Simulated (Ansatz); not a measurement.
The pair A = COS (SMILES O=C=S) (first 3 atoms), B = H2 (SMILES [H][H]); geometry from B3LYP-D3(BJ)/def2-TZVP.
(charge 0, multiplicity 1):
```
atom    x (Å)    y (Å)    z (Å)
----  -------  -------  -------
O      1.4289   0.6052   0.1111
C      0.3890   0.1732  -0.1469
S     -1.0172  -0.4111  -0.4946
H      0.4703   0.1933   3.0220
H     -0.2146  -0.0925   2.9660
```

Cores are frozen in the correlated methods.

Codes used: Ansatz (a first-principles code) with Gaussian orbitals. Values without a source in brackets are computed.

Total energies (hartree), monomers frozen at their geometry in the pair:

```json
[
 {"structure": "AB", "PBE/def2-TZVPPD": "-512.4850092", "B3LYP/def2-TZVPPD": "-512.8000308", "CCSD(T)/aug-cc-pV(T+d)Z": "-512.1067287"},
 {"structure": "A in the pair's basis", "PBE/def2-TZVPPD": "-511.3184747", "B3LYP/def2-TZVPPD": "-511.6203030", "CCSD(T)/aug-cc-pV(T+d)Z": "-510.9332868"},
 {"structure": "B in the pair's basis", "PBE/def2-TZVPPD": "-1.1661363", "B3LYP/def2-TZVPPD": "-1.1800282", "CCSD(T)/aug-cc-pV(T+d)Z": "-1.1726592"},
 {"structure": "A", "PBE/def2-TZVPPD": "-511.3184601", "B3LYP/def2-TZVPPD": "-511.6202885", "CCSD(T)/aug-cc-pV(T+d)Z": "-510.9331195"},
 {"structure": "B", "PBE/def2-TZVPPD": "-1.1661275", "B3LYP/def2-TZVPPD": "-1.1800203", "CCSD(T)/aug-cc-pV(T+d)Z": "-1.1726346"}
]
```

Work out the interaction energy without and with the counterpoise correction, and the superposition error, for each level.


E(AB) − E(A) − E(B), times 627.509 kcal/mol, with the monomers in their own basis and then in the pair's basis:
- PBE/def2-TZVPPD: -0.26 uncorrected, -0.25 corrected; the monomers gain 0.01 kcal/mol from borrowed functions
- B3LYP/def2-TZVPPD: 0.17 uncorrected, 0.19 corrected; the monomers gain 0.01 kcal/mol from borrowed functions
- CCSD(T)/aug-cc-pV(T+d)Z: -0.61 uncorrected, -0.49 corrected; the monomers gain 0.12 kcal/mol from borrowed functions
